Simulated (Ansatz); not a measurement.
Dissociation curve of MgC, lowest triplet found (which spin is the ground state isn't settled by this scan).

ROCCSD(T) = CCSD(T) on ROHF/aug-cc-pVDZ, frozen core run with Ansatz (a program for electronic structure); UKS-PBE = unrestricted PBE/aug-cc-pVDZ (Ansatz); UKS-BLYP = unrestricted BLYP/aug-cc-pVDZ in Ansatz; ROCCSDT(Q) = CCSDT(Q)/B on ROHF/aug-cc-pVDZ, frozen core run with Ansatz; FCI = full CI/aug-cc-pVDZ, frozen core run with Ansatz.

Cost and agreement with FCI over the 22 points of the scan, with FCI as yardstick. Costs are rough ratios of core time within Ansatz on shared cores, each with its mean field (Kohn-Sham runs search longer for lower solutions than correlated ones do); the miss is the largest difference from FCI of the curve after the mean shift, in eV.

Problem. Which is the cheapest of these levels that stays within 0.11 eV of FCI?

Solution. ROCCSD(T).

```json
[
 {"level": "ROCCSD(T)", "relative cost": "1", "largest difference": "0.047"},
 {"level": "UKS-PBE", "relative cost": "2", "largest difference": "0.364"},
 {"level": "UKS-BLYP", "relative cost": "2", "largest difference": "0.177"},
 {"level": "ROCCSDT(Q)", "relative cost": "10", "largest difference": "0.002"}
]
```

Costs within a factor of two of each other count as equal.

The T1 diagnostic of CCSD on the restricted reference of ROCCSD(T), ROCCSDT(Q) exceeds 0.045 at 1.58 to 3.18 Å. The unrestricted determinant behind UKS-PBE is spin-contaminated at 1.58 to 3.85 Å (<S²> up to 2.4, against 2.00 for a pure triplet). The unrestricted determinant behind UKS-BLYP is spin-contaminated at 1.58 to 2.91 Å (<S²> up to 2.3, against 2.00 for a pure triplet). Also computed but left out beside FCI, since their determinant holds another spin at the minimum (<S²> over 0.7 above the pure value): UHF, UMP2, UCCSD, UCCSD(T), UCCSDT, UCCSDT(Q), UHF/LANL2DZ, UHF/STO-3G, UMP2/6-31G*.
